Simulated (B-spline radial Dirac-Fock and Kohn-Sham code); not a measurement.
# X-ray lines that fill the 2p1/2 vacancy in Ce⁴⁺

System: Ce⁴⁺, configuration [Kr] 4d10 5s2 5p6.

The run's input, task.json:

```json
{"items": [{
  "Z": 58,
  "q": 4,
  "cfg": [[1, 0, 2], [2, 0, 2], [2, 1, 6], [3, 0, 2], [3, 1, 6], [3, 2, 10], [4, 0, 2], [4, 1, 6], [4, 2, 10], [5, 0, 2], [5, 1, 6]],
  "A": 140,
  "rrms": 4.8771,
  "do": ["binding", "quiet", "decay"],
  "holes": ["K", "L1", "L2", "L3", "M1", "M2", "M3", "M4", "M5", "N1", "N2", "N3", "N4", "N5"]
}]}
```

Run with: `python xray_run.py task.json out`

Method: one-electron (LDA, Dirac) transition rates at Dirac-Fock energies. Computed with a radial B-spline solver.

```
 line  multipole  energy (eV)  width (meV)  share (%)
L2-M1         E1       4722.6         8.85       2.17
L2-M3         E2       4975.8        0.165     0.0405
L2-M4         E1       5261.0          338       82.8
L2-N1         E1       5865.6         2.13      0.522
L2-N4         E1       6054.7         58.6       14.4
L2-O1         E1       6134.1        0.444      0.109
```

The listed lines hold 100.0 % of the radiative rate. The radiative width is 0.408 eV in the length form and 0.416 eV in the velocity form; the two differ because the transition energies are not eigenvalue differences of the potential that gave the orbitals.
